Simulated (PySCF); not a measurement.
PySCF input file for F₃Ge, SMILES [F][Ge]([F])[F] (connectivity only; charge and spin as stated), charge +1, multiplicity 1, ADC(2)/aug-cc-pVDZ. Geometry: PBE0-D3(BJ)/def2-SVP. The spin state was assumed, not searched. The isomer is the one that the SMILES or the coordinates give; other isomers of the formula were not compared.

```python
import numpy as np
from pyscf import gto, scf, dft, adc

mol = gto.M(
    atom='''
    F     1.66086020   -0.00000000    0.00000000
    Ge    0.00000000   -0.00000000   -0.00000000
    F    -0.83043010    1.43834713    0.00000000
    F    -0.83043010   -1.43834713    0.00000000
    ''',
    basis='aug-cc-pVDZ',
    charge=1,
    spin=0,
    max_memory=1600,
    verbose=4,
)
mf = scf.RHF(mol)
mf.conv_tol = 1e-10
mf.max_cycle = 100
mf.kernel()
res = {}
for kind, nroots in (('ee', 6), ('ip', 6), ('ea', 2)):
    a = adc.ADC(mf).density_fit('aug-cc-pvdz-ri')
    a.method, a.method_type = 'adc(2)', kind
    e, v, p, x = a.kernel(nroots=nroots)
    res[kind] = (e * 27.211386245988, p)
for kind, (e, p) in res.items():
    print(kind, 'energies / eV', np.round(e, 3), 'strengths', np.round(p, 4))
```

Output:

```
PySCF version 2.14.0

[INPUT] verbose = 4
[INPUT] num. atoms = 4
[INPUT] num. electrons = 58
[INPUT] charge = 1
[INPUT] spin (= nelec alpha-beta = 2S) = 0
[INPUT] symmetry False subgroup None
[INPUT] Mole.unit = angstrom
[INPUT] Symbol           X                Y                Z      unit          X                Y                Z       unit  Magmom
[INPUT]  1 F      1.660860200000   0.000000000000   0.000000000000 AA    3.138570909190   0.000000000000   0.000000000000 Bohr   0.0
[INPUT]  2 Ge     0.000000000000   0.000000000000   0.000000000000 AA    0.000000000000   0.000000000000   0.000000000000 Bohr   0.0
[INPUT]  3 F     -0.830430100000   1.438347130000   0.000000000000 AA   -1.569285454595   2.718082147754   0.000000000000 Bohr   0.0
[INPUT]  4 F     -0.830430100000  -1.438347130000   0.000000000000 AA   -1.569285454595  -2.718082147754   0.000000000000 Bohr   0.0

nuclear repulsion = 319.98515975647
number of shells = 33
number of NR pGTOs = 191
number of NR cGTOs = 105
basis = aug-cc-pVDZ
ecp = {}


******** <class 'pyscf.scf.hf.RHF'> ********
method = RHF
initial guess = minao
damping factor = 0
level_shift factor = 0
DIIS = <class 'pyscf.scf.diis.CDIIS'>
diis_start_cycle = 1
diis_space = 8
diis_damp = 0
SCF conv_tol = 1e-10
SCF conv_tol_grad = None
SCF max_cycles = 100
direct_scf = True
direct_scf_tol = 1e-13
Set gradient conv threshold to 1e-05
Initial guess from minao.
init E= -2373.26980746384
  HOMO = -0.665628269507409  LUMO = -0.141234021447355  gap/eV = 14.26949
cycle= 1 E= -2373.28350084113  delta_E= -0.0137  |g|= 0.77  |ddm|= 1.94
  HOMO = -0.911863219551371  LUMO = -0.315863959971196  gap/eV = 16.21797
cycle= 2 E= -2373.381972674  delta_E= -0.0985  |g|= 0.433  |ddm|= 0.884
  HOMO = -0.96390657984753  LUMO = -0.28077354029736  gap/eV = 18.58900
cycle= 3 E= -2373.41154137465  delta_E= -0.0296  |g|= 0.0721  |ddm|= 0.279
  HOMO = -0.943471888697484  LUMO = -0.260019600925441  gap/eV = 18.59768
cycle= 4 E= -2373.41241842514  delta_E= -0.000877  |g|= 0.011  |ddm|= 0.0489
  HOMO = -0.943998775953068  LUMO = -0.258174698528426  gap/eV = 18.66222
cycle= 5 E= -2373.41247114604  delta_E= -5.27e-05  |g|= 0.00262  |ddm|= 0.0185
  HOMO = -0.944229958543906  LUMO = -0.258012976684554  gap/eV = 18.67292
cycle= 6 E= -2373.41247493079  delta_E= -3.78e-06  |g|= 0.000589  |ddm|= 0.00519
  HOMO = -0.944336117526758  LUMO = -0.25796648608329  gap/eV = 18.67707
cycle= 7 E= -2373.41247517476  delta_E= -2.44e-07  |g|= 0.000154  |ddm|= 0.00133
  HOMO = -0.944353316952718  LUMO = -0.257947462057442  gap/eV = 18.67805
cycle= 8 E= -2373.41247518878  delta_E= -1.4e-08  |g|= 2.28e-05  |ddm|= 0.000368
  HOMO = -0.94435141869301  LUMO = -0.257947282017289  gap/eV = 18.67801
cycle= 9 E= -2373.41247518904  delta_E= -2.67e-10  |g|= 4.57e-06  |ddm|= 4.66e-05
  HOMO = -0.944350696166178  LUMO = -0.25794718945694  gap/eV = 18.67799
cycle= 10 E= -2373.41247518906  delta_E= -1.73e-11  |g|= 1.2e-06  |ddm|= 8.36e-06
  HOMO = -0.94435056134239  LUMO = -0.257947101360553  gap/eV = 18.67799
Extra cycle  E= -2373.41247518906  delta_E= -2.73e-12  |g|= 5.28e-07  |ddm|= 1.4e-06
converged SCF energy = -2373.41247518906

******** <class 'pyscf.adc.radc.RADC'> ********
******** ADC Orbital Information ********
Number of Frozen Occupied Orbitals: 0
Number of Frozen Virtual Orbitals: 0
Number of Active Occupied Orbitals: 29
Number of Active Virtual Orbitals: 76
*****************************************
******** <class 'pyscf.df.df.DF'> ********
auxbasis = aug-cc-pvdz-ri
Reference correlation energy (doubles): -0.74317120
MP2 correlation energy of reference state (a.u.) = -0.74317120

******** <class 'pyscf.adc.radc_ee.RADCEE'> ********
max_space = 12
max_cycle = 50
conv_tol = 1e-08

*************************************************************
        ADC calculation summary (singlet states only)
*************************************************************
adc(2) root 0  |  Energy (Eh) =   0.2734024597  |  Energy (eV) =   7.43965987  |  Osc. strength = 0.00000000  |  conv = True
adc(2) root 1  |  Energy (Eh) =   0.2843899881  |  Energy (eV) =   7.73864575  |  Osc. strength = 0.00000000  |  conv = True
adc(2) root 2  |  Energy (Eh) =   0.2843899885  |  Energy (eV) =   7.73864576  |  Osc. strength = 0.00000000  |  conv = True
adc(2) root 3  |  Energy (Eh) =   0.2942101808  |  Energy (eV) =   8.00586680  |  Osc. strength = 0.06658649  |  conv = True
adc(2) root 4  |  Energy (Eh) =   0.2942101819  |  Energy (eV) =   8.00586683  |  Osc. strength = 0.06658639  |  conv = True
adc(2) root 5  |  Energy (Eh) =   0.3279011956  |  Energy (eV) =   8.92264601  |  Osc. strength = 0.11112637  |  conv = True

******** <class 'pyscf.adc.radc.RADC'> ********
******** ADC Orbital Information ********
Number of Frozen Occupied Orbitals: 0
Number of Frozen Virtual Orbitals: 0
Number of Active Occupied Orbitals: 29
Number of Active Virtual Orbitals: 76
*****************************************
******** <class 'pyscf.df.df.DF'> ********
auxbasis = aug-cc-pvdz-ri
Reference correlation energy (doubles): -0.74317120
MP2 correlation energy of reference state (a.u.) = -0.74317120

******** <class 'pyscf.adc.radc_ip.RADCIP'> ********
max_space = 12
max_cycle = 50
conv_tol = 1e-08

*************************************************************
        ADC calculation summary (doublet states only)
*************************************************************
adc(2) root 0  |  Energy (Eh) =   0.7904322600  |  Energy (eV) =  21.50875735  |  Spec. factor = 1.71371666  |  conv = True
adc(2) root 1  |  Energy (Eh) =   0.8063983354  |  Energy (eV) =  21.94321639  |  Spec. factor = 1.72312527  |  conv = True
adc(2) root 2  |  Energy (Eh) =   0.8063983361  |  Energy (eV) =  21.94321641  |  Spec. factor = 1.72312527  |  conv = True
adc(2) root 3  |  Energy (Eh) =   0.8064424408  |  Energy (eV) =  21.94441656  |  Spec. factor = 1.72218923  |  conv = True
adc(2) root 4  |  Energy (Eh) =   0.8064424416  |  Energy (eV) =  21.94441658  |  Spec. factor = 1.72218923  |  conv = True
adc(2) root 5  |  Energy (Eh) =   0.8423941877  |  Energy (eV) =  22.92271342  |  Spec. factor = 1.73544821  |  conv = True

******** <class 'pyscf.adc.radc.RADC'> ********
******** ADC Orbital Information ********
Number of Frozen Occupied Orbitals: 0
Number of Frozen Virtual Orbitals: 0
Number of Active Occupied Orbitals: 29
Number of Active Virtual Orbitals: 76
*****************************************
******** <class 'pyscf.df.df.DF'> ********
auxbasis = aug-cc-pvdz-ri
Reference correlation energy (doubles): -0.74317120
MP2 correlation energy of reference state (a.u.) = -0.74317120

******** <class 'pyscf.adc.radc_ea.RADCEA'> ********
max_space = 12
max_cycle = 50
conv_tol = 1e-08

*************************************************************
        ADC calculation summary (doublet states only)
*************************************************************
adc(2) root 0  |  Energy (Eh) =  -0.2910381718  |  Energy (eV) =  -7.91955204  |  Spec. factor = 1.89584356  |  conv = True
adc(2) root 1  |  Energy (Eh) =  -0.2436369145  |  Energy (eV) =  -6.62969813  |  Spec. factor = 1.92375501  |  conv = True
ee energies / eV [7.44  7.739 7.739 8.006 8.006 8.923] strengths [0.     0.     0.     0.0666 0.0666 0.1111]
ip energies / eV [21.509 21.943 21.943 21.944 21.944 22.923] strengths [1.7137 1.7231 1.7231 1.7222 1.7222 1.7354]
ea energies / eV [-7.92 -6.63] strengths [1.8958 1.9238]
```

Self-consistency was reached.

Cost: very roughly 10 core-minutes.
